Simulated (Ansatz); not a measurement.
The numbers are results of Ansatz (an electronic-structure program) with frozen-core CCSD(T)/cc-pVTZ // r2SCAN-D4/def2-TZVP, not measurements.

Ansatz 0.2 input:
```yaml
crystal:
  periodic: [false, false, false]
  atoms:
    - { symbol: O, position_ang: [1.014415, -0.340456, 0.237827] }
    - { symbol: Si, position_ang: [-0.486322, -0.038593, -0.106401] }
    - { symbol: H, position_ang: [1.74765, 0.276779, 0.376637] }
    - { symbol: H, position_ang: [-1.311424, -1.240084, -0.242357] }
    - { symbol: H, position_ang: [-0.96432, 1.342353, -0.265704] }
basis:
  gaussian: { orbitals: cc-pVTZ }
correlation:
  method: ccsd_t
total_charge: 1
```

Output:

```
Functional definition: HF
612 factors; integrals over basis functions are off by at most 1.1e-3 eV
mean field evaluation 1: about -9934.1875 eV, gradient 6.5e1 eV
mean field evaluation 2: about -9934.1943 eV, gradient 6.5e1 eV
mean field evaluation 4: about -9941.1562 eV, gradient 3.0e0 eV
mean field evaluation 8: about -9941.1853 eV, gradient 1.0e-1 eV
mean field evaluation 16: about -9941.1717 eV, gradient 4.4e-1 eV
mean field -9941.18532068 eV, -365.3318221575 hartree, gradient 3.6e-6 eV, S^2 0.000000; 0 other end points of the search recorded, 0 dependent functions left out
6 core orbitals not correlated
reference -9941.18532068 eV, -365.3318221575 hartree; 6, 6 occupied and 94, 94 virtual orbitals, 612 factors
second order -9.28113105 eV of doubles, -0.00000000 eV of singles
cycle   1  -9.44932415 eV  change   -1.7e-1 eV  update   7.3e-2
cycle   2  -9.70738685 eV  change   -2.6e-1 eV  update   2.3e-2
cycle   3  -9.78077585 eV  change   -7.3e-2 eV  update   1.4e-2
cycle   4  -9.76985500 eV  change    1.1e-2 eV  update   3.9e-3
cycle   5  -9.77013759 eV  change   -2.8e-4 eV  update   2.0e-3
cycle   6  -9.77072047 eV  change   -5.8e-4 eV  update   5.1e-4
cycle   7  -9.77045461 eV  change    2.7e-4 eV  update   1.7e-4
cycle   8  -9.77045014 eV  change    4.5e-6 eV  update   5.0e-5
cycle   9  -9.77046152 eV  change   -1.1e-5 eV  update   1.6e-5
cycle  10  -9.77045469 eV  change    6.8e-6 eV  update   5.4e-6
perturbative correction -0.31821646 eV, -0.0116942393 hartree
Total energy: -9951.27399183 eV, -365.7025739839 hartree
```

Cost: about 6 core-seconds (a rough figure).
